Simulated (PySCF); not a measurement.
# Dy(62+): ionisation energy

Dy(62+) [He] 2s2 (1S) → Dy(63+) [He] 2s1 (2S), as a difference of total energies. All numbers are calculated (PySCF 2.14, the spin-free X2C one-electron Hamiltonian (Gaussian nucleus), in an even-tempered Gaussian basis (19 s from 40 bohr⁻², ratio 2.2; 8 p from 61 bohr⁻², ratio 2.4; 5 d from 180 bohr⁻², ratio 2.4; 5 f from 280 bohr⁻², ratio 2.4; 4 g from 410 bohr⁻², ratio 2.4)). Correlated levels: nothing frozen; virtual orbitals above 40 to 60 times the deepest correlated orbital energy dropped. The calculations carry no spin-orbit coupling.

```json
{"method": "UHF", "ionisation energy (eV)": "14954.4"}
{"method": "LDA", "ionisation energy (eV)": "14946.4"}
{"method": "PBE", "ionisation energy (eV)": "14962.0"}
{"method": "PBE0", "ionisation energy (eV)": "14960.5"}
{"method": "r2SCAN", "ionisation energy (eV)": "14951.9"}
{"method": "BP86", "ionisation energy (eV)": "14962.9"}
{"method": "TPSS", "ionisation energy (eV)": "14960.7"}
{"method": "MP2 (all electrons)", "ionisation energy (eV)": "14959.6"}
{"method": "SCS-MP2 (all electrons)", "ionisation energy (eV)": "14960.6"}
```

Question: How much does correlation contribute at MP2 (all electrons)?

Answer: 14959.6 − (14954.4) = 5.2 eV, measured against UHF.

For this ion Breit and QED terms and the two-electron picture change, all absent here, outweigh the differences among the correlated methods.

For comparison: 14936 ± 15 eV (theoretical estimate listed by NIST; NIST Atomic Spectra Database, ionization energies).
